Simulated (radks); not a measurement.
Effect of the nuclear size on the neodymium ion Nd+, [Xe] 4f4 6s1. Calculated with a radial shooting solver on a logarithmic mesh with Libxc functionals: Dirac Kohn-Sham, relativistic LDA (MacDonald-Vosko exchange, VWN5 correlation), spin-unpolarised, spherical densities, finite nucleus; open shells fill j = l - 1/2 first; Fermi nuclear charge, rms radius 4.9123 fm. The rms radius is varied about that value; shifts are against it.

rms radius (fm),total energy shift (eV),density at nucleus (e/bohr^3),1s1/2 shift (meV),2s1/2 shift (meV),5s1/2 shift (meV),5p1/2 shift (meV),6s1/2 shift (meV),4f5/2 shift (meV)
4.3719,-2.66,4.597e+05,-1100,-137,-1.04,0.102,-0.103,0.188
4.6077,-1.53,4.543e+05,-631,-78.6,-0.596,0.059,-0.059,0.108
4.9123,0,4.479e+05,0.000,0.000,0.000,0.000,0.000,0.000
5.1284,1.13,4.436e+05,466,58.1,0.441,-0.043,0.044,-0.080
5.6442,3.99,4.343e+05,1640,205,1.55,-0.152,0.154,-0.281

Slopes of the eigenvalues against <r^2> in GHz/fm^2, as finite differences over the two radii next to the reference (eigenvalue slopes, not the field-shift constants of lines): 1s1/2 52300, 2s1/2 6520, 5s1/2 49.4, 5p1/2 -4.86, 6s1/2 4.91, 4f5/2 -8.95.
